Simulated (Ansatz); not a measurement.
Scan of the F1–Cd2 bond length

CdF$_{2}$ (SMILES [F][Cd][F]), closed shell, at its PBE0-D4/def2-TZVP minimum:

F1  (1.459, 0.853, 0.884)
Cd2  (-0.004, -0.022, -0.004)
F3  (-1.466, -0.896, -0.892)
(Å)

The bond length F1–Cd2 (1.921 Å at the minimum) is set to the values below, the two halves moving rigidly along the bond. Each method's energies count from its own value at the PBE0-D4 minimum structure. Ansatz 0.2.0; basis: def2-TZVPP; cores frozen in the correlated methods. Filled d shells of the heavier atoms are correlated. Core potentials replace the inner electrons of the atoms past krypton. B3LYP uses VWN-RPA correlation.

```csv
bond length (Å),CCSD(T) (kJ/mol),r2SCAN-D4 (kJ/mol),HF (kJ/mol),PBE0-D4 (kJ/mol)
1.691,80.9,79.2,92.7,80.2
1.758,34.7,34.0,41.9,34.6
1.856,?,3.9,6.2,4.1
1.970,2.9,2.9,1.8,2.8
2.097,?,25.8,23.4,25.4
2.233,64.4,63.8,62.1,63.4
2.378,?,110.0,110.7,109.9
2.531,161.7,159.0,163.7,159.5
2.690,211.3,206.7,217.2,208.1
```

Problem. Fill in the withheld CCSD(T) values. (An estimate is asked for; the value comes from the calculation.)

Solution. Computed: 4.0 kJ/mol at 1.856 Å; 26.0 kJ/mol at 2.097 Å; 111.4 kJ/mol at 2.378 Å. These count from the CCSD(T) energy at the PBE0-D4 minimum.

Minimum and curvature along this coordinate at CCSD(T): A fifth-order fit through the nearest points gives 1.914 Å, with a curvature of about 22 eV/Å².

Problem. Treat the two halves as rigid bodies and work out the harmonic wavenumber of this stretch from that curvature (ν̃ = 521.5 √(k/μ) cm⁻¹ with k in eV/Å² and μ in u).

Solution. The halves weigh 19.00 and 131.41 u, so μ = 19.00 × 131.41/150.41 = 16.600 u and ν̃ = 521.5 √(22/16.600) ≈ 600 cm⁻¹. A true normal mode mixes in other motions, so this is a guide only.

Largest difference from the CCSD(T) curve over the scan: PBE-D4 28.1; B3LYP-D4 15.3; wB97M-V 3.9; MP2 15.1 kJ/mol. Each curve counts from its own value at the minimum.

T1 diagnostic: at most 0.029. The T1 diagnostic is large here, which may signal multireference character or strong orbital relaxation, so CCSD(T) is less sure.

For scale, one of the runs: CCSD(T)/def2-TZVPP, 118 basis functions (an equivalent command: `ansatz run in.yaml --threads 2`). Hardware: 2 CPU threads, shared host. Wall time about 15 s.
